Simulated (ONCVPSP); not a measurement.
## Gd, ONCV: configuration errors across variants

ONCVPSP 4.0.1 input, shortened (lines: element, Z, core and valence counts, functional; n l f; lmax; l rc ep ncon nbas qcut; lloc lpopt rc5 dvloc0; l nproj debl; icmod fcfact rcfact), PBE, scalar-relativistic:

```
  Gd 64.00    9    6        4      upf
    1    0    2.00
    2    0    2.00
    2    1    6.00
    3    0    2.00
    3    1    6.00
    3    2   10.00
    4    0    2.00
    4    1    6.00
    4    2   10.00
    4    3    7.00
    5    0    2.00
    5    1    6.00
    5    2    1.00
    6    0    1.75
    6    1    0.25
    3
    0    2.10    0.00    4    8    6.00
    1    2.35    0.00    3    6    6.00
    2    3.25    0.00    4    9    4.70
    3    0.75    0.00    3    7   13.80
    4    4    0.55    4.00
    0    2    1.30
    1    2    3.70
    2    2    3.10
    3    1    2.20
    1    0.70    0.00
```

All-electron excitation energies from the reference (eV): (1) 4f7 5s2 5p6 5d1 6s2 6p0 -0.703; (2) 4f7 5s2 5p6 5d1 6s1 6p0 5.943; (3) 4f7 5s2 5p6 5d1 6s0 6p0 18.043; (4) 4f7 5s2 5p6 5d1.5 6s1.5 6p0 0.141.

A true bound ghost makes a file unfit for plane-wave use even where its test errors are small: the radial tests pick states by their node count and pass the ghost by.

Errors AE − PS in meV (a dash: test not solved or not reliable):

```tsv
change	(1)	(2)	(3)	(4)	bound ghosts	GHOST(+) flags above zero
base	+0.1	-1.8	-7.3	-0.8	s, p, d	none
d: qcut 2.9	+0.1	-3.1	-24	+7.1	s, p, d	none
d: qcut 3.4	+0.1	-2.4	-16	+3.3	s, p, d	none
d: qcut 3.7	+0.1	-2.2	-13	+1.8	s, p, d	none
d: qcut 4.6	+0.1	-1.8	-7.6	-0.6	s, p, d	none
d: qcut 5.1	+0.1	-1.8	-6.6	-1.2	s, p	d
d: qcut 5.7	+0.1	-1.7	-6.0	-1.7	s, p	d
d: qcut 6	+0.1	-1.7	-5.8	-1.8	s, p	d
d: qcut 6.4	+0.1	-1.7	-5.7	-1.9	s, p	d
d: qcut 7.1	+0.1	-1.7	-6.6	-0.9	s, p, d	none
```

Task: Give the same row for: d: qcut 4.1.

Result: +0.1, -2.0, -9.7, +0.5; bound ghosts: s, p, d; GHOST(+) flags above zero: none.
